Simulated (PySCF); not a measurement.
# Stationary points of MoO₃

Method: PBE in PySCF with Mo def2-TZVP with ECP28, O def2-TZVP; scalar-relativistic core potentials, no spin–orbit coupling; density-fitted integrals.

Relaxations began from a few typed shapes. The search is not exhaustive: other isomers or separated fragments can lie lower, and high-lying points may rest on an excited occupation.

```tsv
spin	group	bonds	angles	imaginary modes (cm⁻¹)	ΔE (kJ/mol)	ΔE with ZPE (kJ/mol)
singlet	C3v	Mo–O 1.717 Å (×3)	O–Mo–O 108.9° (×3)	none	0.0	0.0
singlet	D3h	Mo–O 1.723 Å (×3)	O–Mo–O 120.0° (×3)	222i	45.3	–
```

The lowest minimum found is the singlet C3v: Mo–O 1.717 Å (×3); O–Mo–O 108.9° (×3).

Formally Mo is in oxidation state +6, d0. A d0 centre has no lone pair, yet it is C3v rather than trigonal planar: covalent bonding through the d orbitals favours lower symmetry. The polar-tensor charge on Mo, 1.84, is far below the formal one.
